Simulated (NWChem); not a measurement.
Species: C₂H₃B; SMILES BC#C

Give the equilibrium geometry at PBE0/def2-SVP (NWChem) as an XYZ file, with the point group.

point group C2v; any orientation.
```
6

B     -0.0045    -1.3955     0.0116
C     -0.0031     0.1130     0.0101
C     -0.0018     1.3340     0.0096
H     -0.0008     2.4100     0.0090
H      1.0402    -1.9998     0.0129
H     -1.0503    -1.9980     0.0110
```
